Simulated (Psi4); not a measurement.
Process, species as SMILES: C=[SiH2] (CH2-SiH2) → [SiH-]=C + H+
B3LYP-D3(BJ)/def2-TZVP geometries, fixed; electronic energies without zero-point terms.

Effect of the grid (radial, spherical points) at M06-2X/def2-TZVP with Psi4, against the last row, where the deprotonation energy is 363.79 kcal/mol. The proton leaves the site shown, which need not be the most acidic. Cost is core time over that of grid: 35, 110, rough, on shared machines of one kind.

```
setting         grid points, largest species  largest shift of a total energy (mEh)  shift of the deprotonation energy (kcal/mol)  cost
--------------  ----------------------------  -------------------------------------  --------------------------------------------  ----
grid: 35, 110                          22583                                  5.801                                         0.434    1×
grid: 50, 194                          57023                                 -0.481                                        -0.059    1×
grid: 75, 302                         130723                                 -0.076                                         0.009    2×
grid: 99, 590                         335665                                 -0.002                                         0.001    4×
grid: 150, 974                        837185                                  0.000                                         0.000    8×
```

Within 0.1 kcal/mol in the deprotonation energy: grid: 50, 194; grid: 75, 302; grid: 99, 590. The largest shift is 5.801 mEh in a total energy and 0.434 kcal/mol in the difference.
